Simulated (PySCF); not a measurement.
Compound: C6H12O2P (charge +1).
Bonds: O1–C2 (double), C2–C3, C3–C4, C4–P5, P5–C6, C6–O7, P5–C8, C8–C9, C2–C9. Hydrogens: H10, H11 on C3; H12, H13 on C4; H14 on P5; H15, H16 on C6; H17 on O7; H18, H19 on C8; H20, H21 on C9.

NICS is the negative of the GIAO shielding at a point without a nucleus: at the ring centre (0) and 1 Å above and below it (1); zz is the component along the ring normal. Level: GIAO PBE0/pcSseg-1 (PySCF, non-relativistic, gas phase) on the GFN2-xTB geometry, one conformer.

Ring bond lengths (Å), with Mayer bond orders in brackets: C2–C3 1.525 (0.95), C3–C4 1.535 (1.01), C4–P5 1.808 (1.00), P5–C8 1.809 (1.00), C8–C9 1.535 (1.01), C9–C2 1.525 (0.95).

Task: What do the NICS probes read (ppm)?

Result: 
| ring | type | NICS(0) | NICS(1), two faces | NICS(1)zz, two faces | rms pucker (Å) | centre to ring atoms, mean (Å) |
| --- | --- | --- | --- | --- | --- | --- |
| C2–C3–C4–P5–C8–C9 | 6-membered ring with P; formal bonds all single | -0.7 | -2.4 / -0.4 | 2.6 / 6.5 | 0.25 | 1.56 |

Task: What do they say, and how far can they be read as aromaticity?

Result: 
- C2–C3–C4–P5–C8–C9: mean NICS(1)zz 4.5 ppm, deshielded. C3, C4, P5, C8, C9 have four or more neighbours, and the NICS criterion for π rings isn't applied. The two faces differ by 3.9 ppm, so no symmetry operation interchanges them.

Task: What is the mean of the two in-plane components of NICS at the first NICS(1) probe listed for ring C2–C3–C4–P5–C8–C9, 1 Å off the ring?

Result: The isotropic value is a third of the trace: (3 × -2.4 − (2.6))/2 = -4.9 ppm.

Task: Give the inner angles of the rings and the Hirshfeld charges of the ring atoms.

Result: 
- C2–C3–C4–P5–C8–C9: C2 114.4° (+0.176 e), C3 111.3° (-0.063 e), C4 109.3° (-0.076 e), P5 106.3° (+0.469 e), C8 109.2° (-0.075 e), C9 111.3° (-0.063 e); sum 661.8° against 720° for a flat convex ring.

Hardware: one thread, Arm Neoverse V1 (aarch64) (shared host). Cost: 42 s, 1.1 GiB resident at most. This is the whole shielding run at PBE0/pcSseg-1, SCF included.
